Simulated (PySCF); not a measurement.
## Running PySCF for Rb³⁺

The script input.py:

```python
from pyscf import gto, dft

mol = gto.M(
    atom='Rb 0 0 0',
    basis='jorge-dzp-dkh',
    charge=3,
    spin=2,
    symmetry=True,
    verbose=4,
)
mf = dft.UKS(mol, xc='m062x')
mf = mf.sfx2c1e()
mf.kernel()
mf.analyze()
print('orbital energies (hartree):', [e[max(0, n-3):n+3].round(4) for e, n in zip(mf.mo_energy, mol.nelec)])
```

```bash
$ OMP_NUM_THREADS=1 python input.py
```

Output (some set-up lines and the per-cycle HOMO/LUMO lines with their warnings removed):

```
PySCF version 2.14.0

[INPUT] verbose = 4
[INPUT] num. atoms = 1
[INPUT] num. electrons = 34
[INPUT] charge = 3
[INPUT] spin (= nelec alpha-beta = 2S) = 2
[INPUT] symmetry True subgroup None
[INPUT] Mole.unit = angstrom
[INPUT] Symbol           X                Y                Z      unit          X                Y                Z       unit  Magmom
[INPUT]  1 Rb     0.000000000000   0.000000000000   0.000000000000 AA    0.000000000000   0.000000000000   0.000000000000 Bohr   0.0

nuclear repulsion = 0
point group symmetry = SO3
symmetry origin: [0. 0. 0.]
symmetry axis x: [1. 0. 0.]
symmetry axis y: [0. 1. 0.]
symmetry axis z: [0. 0. 1.]
num. orbitals of irrep s+0 = 8
num. orbitals of irrep p-1 = 6
num. orbitals of irrep p+0 = 6
num. orbitals of irrep p+1 = 6
num. orbitals of irrep d-2 = 2
num. orbitals of irrep d-1 = 2
num. orbitals of irrep d+0 = 2
num. orbitals of irrep d+1 = 2
num. orbitals of irrep d+2 = 2
number of shells = 16
number of NR pGTOs = 94
number of NR cGTOs = 36
basis = jorge-dzp-dkh
ecp = {}

******** <class 'pyscf.x2c.sfx2c1e.sfX2C1eSymAdaptedUKS'> ********
method = sfX2C1eSymAdaptedUKS
initial guess = minao
damping factor = 0
level_shift factor = 0
DIIS = <class 'pyscf.scf.diis.CDIIS'>
diis_start_cycle = 1
diis_space = 8
diis_damp = 0
SCF conv_tol = 1e-09
SCF conv_tol_grad = None
SCF max_cycles = 50
direct_scf = True
direct_scf_tol = 1e-13
number electrons alpha = 18  beta = 16
XC library pyscf.dft.libxc version 7.0.0
    S. Lehtola, C. Steigemann, M. J.T. Oliveira, and M. A.L. Marques.,  SoftwareX 7, 1–5 (2018)
XC functionals = m062x
    Y. Zhao and D. G. Truhlar.,  Theor. Chem. Acc. 120, 215 (2008)
    Y. Zhao and D. G. Truhlar.,  Theor. Chem. Acc. 120, 215 (2008)
radial grids:
    Treutler-Ahlrichs [JCP 102, 346 (1995); DOI:10.1063/1.469408] (M4) radial grids

becke partition: Becke, JCP 88, 2547 (1988); DOI:10.1063/1.454033
pruning grids: <function nwchem_prune>
grids dens level: 3
symmetrized grids: True
atomic radii adjust function: <function treutler_atomic_radii_adjust>
small_rho_cutoff = 0

******** <class 'pyscf.x2c.sfx2c1e.SpinFreeX2CHelper'> ********
approx = 1e
xuncontract = 1
Freeze 0 electrons in irreps []
    34 free electrons in irreps s+0 p-1 p+0 p+1 d-2 d-1 d+0 d+1 d+2
Set gradient conv threshold to 3.16228e-05
tot grids = 21912
init E= -2980.84011972621

cycle= 1 E= -2978.21347957971  delta_E= 2.63  |g|= 0.329  |ddm|= 1.97
cycle= 2 E= -2978.24788017255  delta_E= -0.0344  |g|= 0.062  |ddm|= 0.535
cycle= 3 E= -2978.24805237074  delta_E= -0.000172  |g|= 0.00451  |ddm|= 0.0171
cycle= 4 E= -2978.24805473241  delta_E= -2.36e-06  |g|= 0.000226  |ddm|= 0.00391
cycle= 5 E= -2978.24805474084  delta_E= -8.43e-09  |g|= 1.13e-05  |ddm|= 0.000214
cycle= 6 E= -2978.24805474089  delta_E= -4.96e-11  |g|= 3.17e-06  |ddm|= 1.83e-05
Extra cycle  E= -2978.24805474089  delta_E= -3.64e-12  |g|= 1.16e-06  |ddm|= 4.96e-06
converged SCF energy = -2978.24805474089  <S^2> = 2.0000949  2S+1 = 3.0000633
**** SCF Summaries ****
Total Energy =                       -2978.248054740893167
Nuclear Repulsion Energy =               0.000000000000000
One-electron Energy =                -4078.538069841382367
Two-electron Energy =                 1100.290015100489427
Two-electron Coulomb Energy =         1200.827339967973330
DFT Exchange-Correlation Energy =     -100.537324867483989
**** MO energy ****
[11 lines left out]
alpha MO #12 (d-2 #1), energy= -5.7604646878674 occ= 1
alpha MO #13 (d-1 #1), energy= -5.7604618919336 occ= 1
alpha MO #14 (d+2 #1), energy= -5.76038656970161 occ= 1
alpha MO #15 (s+0 #4), energy= -2.65987291171177 occ= 1
alpha MO #16 (p+0 #3), energy= -1.95833569439248 occ= 1
alpha MO #17 (p+1 #3), energy= -1.9583304479386 occ= 1
alpha MO #18 (p-1 #3), energy= -1.90147905589809 occ= 1
alpha MO #19 (d+1 #2), energy= -0.771991521821778 occ= 0
alpha MO #20 (d+0 #2), energy= -0.760824362939964 occ= 0
alpha MO #21 (d+2 #2), energy= -0.738490921008282 occ= 0
[15 lines left out]
[9 lines left out]
beta  MO #10 (d+1 #1), energy= -5.76810394155051 occ= 1
beta  MO #11 (d+0 #1), energy= -5.76252783216956 occ= 1
beta  MO #12 (d+2 #1), energy= -5.75115765327172 occ= 1
beta  MO #13 (d-2 #1), energy= -5.74944796233484 occ= 1
beta  MO #14 (d-1 #1), energy= -5.74944627622937 occ= 1
beta  MO #15 (s+0 #4), energy= -2.49847929048588 occ= 1
beta  MO #16 (p-1 #3), energy= -1.86036430969927 occ= 1
beta  MO #17 (p+0 #3), energy= -1.60631617171316 occ= 0
beta  MO #18 (p+1 #3), energy= -1.60631569613572 occ= 0
beta  MO #19 (d+1 #2), energy= -0.710538654589159 occ= 0
[17 lines left out]
 ** Mulliken pop alpha/beta on meta-lowdin orthogonal AOs **
 ** Mulliken pop       alpha | beta **
pop of  0 Rb 1s        1.00000 | 1.00000
pop of  0 Rb 2s        0.99999 | 0.99999
pop of  0 Rb 3s        0.99996 | 0.99996
pop of  0 Rb 4s        0.99817 | 0.99861
pop of  0 Rb 5s        0.00088 | 0.00064
pop of  0 Rb 6s        0.00044 | 0.00035
pop of  0 Rb 7s        0.00034 | 0.00025
pop of  0 Rb 8s        0.00023 | 0.00021
pop of  0 Rb 2px       1.00000 | 1.00000
pop of  0 Rb 2py       1.00000 | 1.00000
pop of  0 Rb 2pz       1.00000 | 1.00000
pop of  0 Rb 3px       0.99998 | 0.99999
[24 lines left out]
In total            18.00000 | 16.00000
 ** Mulliken atomic charges   ( Nelec_alpha | Nelec_beta ) **
charge of  0Rb =      3.00000  (    18.00000     16.00000 )
Dipole moment(X, Y, Z, Debye): -0.00000, -0.00000, -0.00000
orbital energies (hartree): [array([-1.9583, -1.9583, -1.9015, -0.772 , -0.7608, -0.7385]), array([-5.7494, -2.4985, -1.8604, -1.6063, -1.6063, -0.7105])]
```

In short: E(SCF) = -2978.248055 Eh, 6 cycles, ⟨S²⟩ = 2.000.

It ran on Arm Neoverse V2 (1 thread, shared host) in 1.7 s, peak memory 0.16 GiB.

No search for the lowest solution was made.
